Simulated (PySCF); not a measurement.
Molfile (atoms numbered from 1):
```
C4H11NOSi
     RDKit          3D

 18 17  0  0  0  0  0  0  0  0999 V2000
   -2.1895    1.4657   -0.0088 C   0  0  0  0  0  0  0  0  0  0  0  0
   -1.8269    0.2018    0.1506 C   0  0  0  0  0  0  0  0  0  0  0  0
   -2.7959   -0.9289    0.3420 C   0  0  0  0  0  0  0  0  0  0  0  0
   -0.5471   -0.2213    0.1625 O   0  0  0  0  0  0  0  0  0  0  0  0
    0.8557    0.5729   -0.0449 Si  0  0  0  0  0  4  0  0  0  0  0  0
    1.9581   -0.6873    0.2973 N   0  0  0  0  0  0  0  0  0  0  0  0
    3.3794   -0.5102    0.1723 C   0  0  0  0  0  0  0  0  0  0  0  0
   -3.2245    1.7505   -0.0075 H   0  0  0  0  0  0  0  0  0  0  0  0
   -1.4610    2.2441   -0.1398 H   0  0  0  0  0  0  0  0  0  0  0  0
   -3.8177   -0.5648    0.3674 H   0  0  0  0  0  0  0  0  0  0  0  0
   -2.5723   -1.4469    1.2733 H   0  0  0  0  0  0  0  0  0  0  0  0
   -2.6885   -1.6460   -0.4706 H   0  0  0  0  0  0  0  0  0  0  0  0
    1.0668    1.6293    0.9474 H   0  0  0  0  0  0  0  0  0  0  0  0
    0.9088    1.1434   -1.4009 H   0  0  0  0  0  0  0  0  0  0  0  0
    1.6705   -1.6367    0.1134 H   0  0  0  0  0  0  0  0  0  0  0  0
    3.9092   -1.1950    0.8378 H   0  0  0  0  0  0  0  0  0  0  0  0
    3.7386   -0.6749   -0.8504 H   0  0  0  0  0  0  0  0  0  0  0  0
    3.6274    0.5105    0.4531 H   0  0  0  0  0  0  0  0  0  0  0  0
  1  2  2  0
  2  3  1  0
  2  4  1  0
  4  5  1  0
  5  6  1  0
  6  7  1  0
  1  8  1  0
  1  9  1  0
  3 10  1  0
  3 11  1  0
  3 12  1  0
  5 13  1  0
  5 14  1  0
  6 15  1  0
  7 16  1  0
  7 17  1  0
  7 18  1  0
M  END
```

Computational details: GIAO PBE0/pcSseg-1 shieldings, geometry: GFN2-xTB, in PySCF 2.14.0 with density-fitted response routines (gas phase, one conformer, equivalent nuclei averaged, non-relativistic).

Chemical shifts δ = σref − σ; TMS for $^{13}$C, $^{1}$H, $^{29}$Si; $^{17}$O against H2O; $^{15}$N against NH3, all at this level.

```csv
atoms,nucleus,count,δ (ppm)
H15,$^{1}$H,1,-0.13
Si5,$^{29}$Si,1,-33.2
C7,$^{13}$C,1,28.0
N6,$^{15}$N,1,12.2
C1,$^{13}$C,1,?
C2,$^{13}$C,1,?
C3,$^{13}$C,1,25.5
H9,$^{1}$H,1,3.95
H16/H17/H18,$^{1}$H,3,2.72
O4,$^{17}$O,1,?
H10/H11/H12,$^{1}$H,3,1.86
H8,$^{1}$H,1,?
H13/H14,$^{1}$H,2,5.22
```

Complete the table.

Answers


- C2: 164.3 ppm, alkene carbon bearing oxygen; an sp2 carbon further deshielded by the attached heteroatom
- C1: 90.7 ppm, β carbon of an enol-ether or enamine type C=C; the O or N lone pair pushes π density onto this β carbon and shields it
- H8: 4.25 ppm, hydrogen on a β carbon of an enol-ether or enamine type C=C; lone-pair donation from O or N shields it, upfield of ordinary alkene protons
- O4: 122.9 ppm, oxygen bonded to C, Si

Exchangeable OH/NH protons stand at their gas-phase positions; hydrogen bonding in a real sample shifts them, mostly to higher δ. Shifts are as computed. Against solution values, carbons near 30 ppm lie about +3 ppm off and those near 130 ppm about +5 ppm. Of 1211 compounds with measured shifts, 218 miss one by over three times the rms of a fit or turn the order of signals round; such compounds aren't used in these exercises. Experimental scales use liquid or dissolved standards, which lie at an offset from isolated NH3 (liquid NH3: subtract about 20 ppm) and H2O (liquid H2O: subtract about 36 ppm).
